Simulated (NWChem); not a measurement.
System: C2H9NSi; SMILES C[SiH2]CN

Input file for NWChem:

```
start job
memory heap 200 mb stack 900 mb global 1100 mb
geometry units angstroms noautoz
  C      0.977457     1.600073     0.112065
  Si    -0.634871     0.659249    -0.133242
  C     -0.453830    -1.149325     0.406202
  N      0.669455    -1.773905    -0.275173
  H      1.288642     1.591750     1.168656
  H      0.870312     2.650452    -0.199535
  H      1.784518     1.155301    -0.491351
  H     -1.721454     1.296147     0.681090
  H     -1.036031     0.717480    -1.573122
  H     -0.433659    -1.207376     1.517333
  H     -1.387033    -1.654808     0.101266
  H      1.549533    -1.376198     0.046180
  H      0.717749    -2.769951    -0.069399
end
basis spherical
  * library def2-svp
end
dft
  xc xpbe96 cpbe96
  iterations 150
  mulliken
end
task dft energy
```

Parts of the log:

```
             Northwest Computational Chemistry Package (NWChem) 7.3.0
             --------------------------------------------------------

 C1  symmetry detected

                             Geometry "geometry" -> ""
                             -------------------------

 Output coordinates in angstroms (scale by  1.889725989 to convert to a.u.)

  No.       Tag          Charge          X              Y              Z
 ---- ---------------- ---------- -------------- -------------- --------------
    1 C                    6.0000     0.98251963     1.58819750     0.13290739
    2 Si                  14.0000    -0.63516197     0.67054864    -0.16027128
    3 C                    6.0000    -0.49376729    -1.14225541     0.37681774
    4 N                    7.0000     0.63919045    -1.77981897    -0.27591553
    5 H                    1.0000     1.26438299     1.57182959     1.19760220
    6 H                    1.0000     0.89835459     2.64105473    -0.17738046
    7 H                    1.0000     1.79971636     1.13450178    -0.44987057
    8 H                    1.0000    -1.73492356     1.31945034     0.62642391
    9 H                    1.0000    -0.99573344     0.73942263    -1.61038134
   10 H                    1.0000    -0.50496053    -1.20453214     1.48784663
   11 H                    1.0000    -1.42505299    -1.63374892     0.04439038
   12 H                    1.0000     1.51545134    -1.39541726     0.07103991
   13 H                    1.0000     0.66818569    -2.77716156    -0.07281479

 Effective nuclear repulsion energy (a.u.)     173.3629342393

  pbe96 is a nonlocal functional; adding pw91lda local functional.

                                 NWChem DFT Module
                                 -----------------

 Summary of "ao basis" -> "ao basis" (spherical)
 ------------------------------------------------------------------------------
       Tag                 Description            Shells   Functions and Types
 ---------------- ------------------------------  ------  ---------------------
 C                          def2-svp                 6       14   3s2p1d
 Si                         def2-svp                 8       18   4s3p1d
 N                          def2-svp                 6       14   3s2p1d
 H                          def2-svp                 3        5   2s1p

            General Information
            -------------------
          SCF calculation type: DFT
          Wavefunction type:  closed shell.
          No. of atoms     :    13
          No. of electrons :    42
           Alpha electrons :    21
            Beta electrons :    21
          Charge           :     0
          Spin multiplicity:     1
          Use of symmetry is: off; symmetry adaption is: off
          Maximum number of iterations: 150
          AO basis - number of functions:   105
                     number of shells:    53
          Convergence on energy requested:  1.00D-06
          Convergence on density requested:  1.00D-05
          Convergence on gradient requested:  5.00D-04

              XC Information
              --------------
          PerdewBurkeErnzerhof Exchange Functional  1.000
            Perdew 1991 LDA Correlation Functional  1.000 local
           PerdewBurkeErnz. Correlation Functional  1.000 non-local

             Grid Information
             ----------------
          Grid used for XC integration:  medium
          Radial quadrature: Mura-Knowles
          Angular quadrature: Lebedev.
          Tag              B.-S. Rad. Rad. Pts. Rad. Cut. Ang. Pts.
          ---              ---------- --------- --------- ---------
          C                   0.70       49          11.0       434
          Si                  1.10       88          10.0       590
          N                   0.65       49          11.0       434
          H                   0.35       45          13.0       434
          Grid pruning is: on
          Number of quadrature shells:   640
          Spatial weights used:  Erf1

      Superposition of Atomic Density Guess
      -------------------------------------

 Sum of atomic energies:        -422.72585805

      Non-variational initial energy
      ------------------------------

 Total energy =    -425.054812
 1-e energy   =    -923.319600
 2-e energy   =     324.901854
 HOMO         =      -0.297946
 LUMO         =       0.066545

     ---------------------------------------------
      Total Density - Mulliken Population Analysis
     ---------------------------------------------

    Atom       Charge   Shell Charges
 -----------   ------   -------------------------------------------------------
    1 C    6     6.60   1.99  0.96  0.28  2.12  1.23  0.01
    2 Si  14    13.47   2.00  1.99  1.00  0.26  5.94  1.12  0.98  0.18
    3 C    6     6.28   1.99  0.95  0.26  1.97  1.07  0.04
    4 N    7     7.55   1.99  1.04  0.46  2.49  1.56  0.02
    5 H    1     0.86   0.65  0.19  0.03
    6 H    1     0.86   0.65  0.18  0.03
    7 H    1     0.86   0.65  0.19  0.03
    8 H    1     1.08   0.70  0.37  0.01
    9 H    1     1.08   0.71  0.37  0.01
   10 H    1     0.90   0.68  0.20  0.02
   11 H    1     0.89   0.68  0.19  0.02
   12 H    1     0.78   0.61  0.13  0.04
   13 H    1     0.78   0.61  0.13  0.04

   convergence    iter        energy       DeltaE   RMS-Dens  Diis-err
 ---------------- ----- ----------------- --------- --------- ---------
 d= 0,ls=0.0,diis     1   -425.2917126532 -5.99D+02  9.33D-03  3.91D-01
 d= 0,ls=0.0,diis     2   -425.3048343504 -1.31D-02  5.76D-03  2.41D-01
 d= 0,ls=0.0,diis     3   -425.3224786562 -1.76D-02  2.22D-03  9.31D-02
 d= 0,ls=0.0,diis     4   -425.3326724511 -1.02D-02  3.29D-04  8.33D-04
 d= 0,ls=0.0,diis     5   -425.3327699614 -9.75D-05  8.21D-05  9.29D-05
  Resetting Diis
 d= 0,ls=0.0,diis     6   -425.3327814640 -1.15D-05  2.52D-05  9.67D-06
 d= 0,ls=0.0,diis     7   -425.3327826768 -1.21D-06  1.65D-05  5.81D-07
 d= 0,ls=0.0,diis     8   -425.3327826014  7.54D-08  9.48D-06  1.12D-06

         Total DFT energy =     -425.332782601401
      One electron energy =     -928.004850316086
           Coulomb energy =      370.974350241603
    Exchange-Corr. energy =      -41.665216766216
 Nuclear repulsion energy =      173.362934239299

 Numeric. integr. density =       41.999972682168

                       DFT Final Molecular Orbital Analysis
                       ------------------------------------

 Vector   19  Occ=2.000000D+00  E=-2.769074D-01
              MO Center= -4.7D-01,  6.2D-01, -6.5D-01, r^2= 3.1D+00
   Bfn.  Coefficient  Atom+Function         Bfn.  Coefficient  Atom+Function
  ----- ------------  ---------------      ----- ------------  ---------------
    81      0.368922   9 H  s                24     -0.246261   2 Si pz
    82      0.206136   9 H  s                27     -0.178750   2 Si pz
     4      0.171091   1 C  px               61      0.149254   5 H  s
    37     -0.145288   3 C  py               21      0.140425   2 Si pz
     6      0.128474   1 C  pz               22     -0.116414   2 Si px

 Vector   20  Occ=2.000000D+00  E=-2.650272D-01
              MO Center= -1.5D-01, -1.9D-01,  1.2D-01, r^2= 3.5D+00
   Bfn.  Coefficient  Atom+Function         Bfn.  Coefficient  Atom+Function
  ----- ------------  ---------------      ----- ------------  ---------------
    37      0.370309   3 C  py               23     -0.245261   2 Si py
    40      0.203395   3 C  py               91     -0.199779  11 H  s
     4      0.192233   1 C  px                5      0.180692   1 C  py
    26     -0.156227   2 Si py               20      0.138599   2 Si py
    92     -0.138041  11 H  s                52      0.126024   4 N  pz

 Vector   21  Occ=2.000000D+00  E=-1.855597D-01
              MO Center=  3.8D-01, -1.5D+00, -2.2D-01, r^2= 1.8D+00
   Bfn.  Coefficient  Atom+Function         Bfn.  Coefficient  Atom+Function
  ----- ------------  ---------------      ----- ------------  ---------------
    52      0.504653   4 N  pz               55     -0.403957   4 N  pz
    49      0.310981   4 N  s                86      0.216443  10 H  s
    87      0.182881  10 H  s                48      0.164763   4 N  s
    35     -0.163319   3 C  s                38      0.155121   3 C  pz
    18      0.140163   2 Si s                17     -0.133185   2 Si s

 Vector   22  Occ=0.000000D+00  E= 1.643061D-02
              MO Center=  6.5D-01, -4.5D-01,  1.9D-01, r^2= 6.9D+00
   Bfn.  Coefficient  Atom+Function         Bfn.  Coefficient  Atom+Function
  ----- ------------  ---------------      ----- ------------  ---------------
     3      1.478198   1 C  s                49      0.909637   4 N  s
    25     -0.630005   2 Si px              102     -0.577518  13 H  s
    97     -0.564153  12 H  s                67     -0.527345   6 H  s
    62     -0.505371   5 H  s                35      0.484807   3 C  s
    72     -0.482533   7 H  s                87     -0.406772  10 H  s

 Vector   23  Occ=0.000000D+00  E= 3.690259D-02
              MO Center= -7.4D-01,  3.7D-01, -8.1D-03, r^2= 5.7D+00
   Bfn.  Coefficient  Atom+Function         Bfn.  Coefficient  Atom+Function
  ----- ------------  ---------------      ----- ------------  ---------------
    35      1.748319   3 C  s                26      1.259197   2 Si py
     3     -1.187098   1 C  s                87     -0.643190  10 H  s
    92     -0.594885  11 H  s                72      0.427183   7 H  s
    62      0.306701   5 H  s                77     -0.289766   8 H  s
    25      0.260578   2 Si px               40      0.248234   3 C  py

[...]
```

Level: PBE/def2-SVP. Geometry: optimised at PBE0/def2-SVP.
